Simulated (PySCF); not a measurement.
Match the calculated data to a structure.

| technique | computed result |
| --- | --- |
| NMR, other nuclei | isotropic shieldings of nuclei other than C and H, by class: 349 (1 O), 393 (2 Si) ppm [GIAO PBE0/pcSseg-1] |
| Dipole | 0.17 D [PBE0/pcSseg-1] |
| Rotational structure | rotational constants A, B, C: 41.843, 2.869, 2.866 GHz [GFN2-xTB] |
| 1H NMR | chemical shifts (computed TMS as zero) by class: 5.13 (6 H) ppm [GIAO PBE0/pcSseg-1] |

The electronic properties come from PySCF, for the isolated species, density fitting. Levels stand in brackets. Geometry: GFN2-xTB; no solvent, vibrations or thermal averaging. NMR values are class means; diastereotopic atoms form classes of their own.

Question: Which candidate is it?
A. `[SiH3]O[SiH3]`
B. `O=C[SiH2][SiH3]`
C. `O[SiH2][SiH3]`

Answer: A. It is `[SiH3]O[SiH3]`. Numbering: `[SiH3:1][O:2][SiH3:3]`. Its formula, H6OSi2, gives 0 degrees of unsaturation, so no ring and no π bond. All hydrogens form one class (5.13 ppm): Si–H hydrogen. The other shieldings belong to: 349 ppm, siloxane oxygen [O2]; 393 ppm, oxygen-bound silicon [Si1/Si3]. By its constants the optimised geometry is a nearly prolate symmetric top.

The others, at the same levels:
- `O[SiH2][SiH3]` fails: its computed 1H shifts are 5.55 (2 H), 3.32 (3 H), 0.04 (1 H) ppm, rotational constant A is 16.063 GHz (against 41.843 GHz) and smallest rotational constant is 3.006 GHz (against 2.866 GHz).
- `O=C[SiH2][SiH3]` fails: its computed 1H shifts are 12.50 (1 H), 4.29 (2 H), 3.49 (3 H) ppm, rotational constant A is 6.699 GHz (against 41.843 GHz) and smallest rotational constant is 1.999 GHz (against 2.866 GHz).

Each candidate is one conformer, not necessarily the lowest. The conformers computed, where there is a choice (atom-mapped SMILES and torsion angles):
- `[OH:1][SiH2:2][SiH3:3]`: H–O1–Si2–Si3 -58°
- `[O:1]=[CH:2][SiH2:3][SiH3:4]`: O1–C2–Si3–Si4 -9°
